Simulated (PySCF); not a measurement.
# C3H11AlO3Si

The system: C3H11AlO3Si, a molecule; neutral, singlet. The structure, one conformer, was relaxed in the gas phase by PBE0-D3(BJ)/def2-SVP. No frequency run checks that it is a minimum.

SMILES: C[Si](C)(C)[O][Al]([OH])[OH]

```xyz
19

C    -2.119    0.055   -0.912
Si   -0.409   -0.497   -0.371
C    -0.535   -1.991    0.756
C     0.654   -0.888   -1.865
O     0.291    0.748    0.472
Al    1.330    1.779    1.299
O     2.944    1.325    1.551
O     0.813    3.279    1.903
H    -2.633   -0.736   -1.482
H    -2.742    0.302   -0.039
H    -2.060    0.950   -1.551
H    -1.009   -2.842    0.241
H     0.465   -2.311    1.089
H    -1.134   -1.761    1.651
H     0.750   -0.007   -2.519
H     1.666   -1.194   -1.558
H     0.220   -1.706   -2.463
H     3.565    1.886    2.018
H    -0.081    3.610    1.806
```
Atom numbers follow the order of the file, from 1.

Shieldings: GIAO PBE0/pcSseg-1. Shifts are against computed references at the same level: C TMS (σ 184.4 ppm), H TMS (σ 31.27 ppm), Si TMS (σ 352.0 ppm). Core levels by delta-SCF with SCAN, pcX-2 on the ionised atom and pcseg-1 elsewhere, spin-free X2C (2p3/2 is the spin-free 2p value less a third of a first-order spin-orbit splitting); from the vacuum level, for chosen atoms.

Q: Give the NMR and core-level values of the distinct atoms.

A: 
| atoms | bonded to | σ (ppm) | δ (ppm) | core level (eV) |
| --- | --- | --- | --- | --- |
| C1 | 1 Si + 3 H | 182.1 | 2.3 | 1s 289.84 |
| Si2 | 3 C + 1 O | 337.7 | 14.3 | 2p3/2 106.38 |
| C3 | 1 Si + 3 H | 182.1 | 2.3 | 1s 289.83 |
| C4 | 1 Si + 3 H | 182.1 | 2.3 | 1s 289.81 |
| O5 | 1 Al + 1 Si | 286.0 | - | 1s 537.02 |
| Al6 | 3 O | 478.5 | - | - |
| O7 | 1 Al + 1 H | 332.2 | - | - |
| O8 | 1 Al + 1 H | 325.9 | - | - |
| H9 H10 H11 | 1 C | 31.23 | 0.04 | - |
| H12 H13 H14 | 1 C | 31.19 | 0.08 | - |
| H15 H16 H17 | 1 C | 31.17 | 0.10 | - |
| H18 | 1 O | 30.19 | 1.08 | - |
| H19 | 1 O | 30.17 | 1.10 | - |

Values are those of this one static structure, with the three H of a rotating XH3 group averaged; atoms that internal rotation interchanges would show their mean in an NMR spectrum.

Q: By CAM-B3LYP/def2-SVPD (TDDFT singlets, Tamm-Dancoff triplets, ionisation by delta-SCF), where does absorption start, and what does vertical ionisation take?

A: The lowest singlet lies at 6.84 eV (f 0.028), the strongest of the first 6 at 7.69 eV (f 0.161), the lowest triplet at 6.66 eV; vertical ionisation takes 10.14 eV.
